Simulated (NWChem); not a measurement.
# VSCl3; SMILES [Cl][V]([Cl])(=[S])[Cl]

```xyz
5

V      0.0000     0.0000     0.0393
S      0.0000     0.0000     2.0263
Cl     0.1261     2.0253    -0.6535
Cl    -1.8169    -0.9035    -0.6535
Cl     1.6909    -1.1218    -0.6535
```
Atoms are numbered in this order, from 1.

Results from NWChem. Pople sets run with spherical d functions. Coordinates come from a B3LYP/6-31G* (spherical d) optimisation.

**Question.** What does the run give for Hartree-Fock/6-31G*? Quantities: highest occupied level (eV); orbital gap (eV); dipole (D).

**Answer.** 
```
Quantity                      Value
---------------------------  ------
highest occupied level (eV)  -11.68
orbital gap (eV)              10.62
dipole (D)                     1.24
```
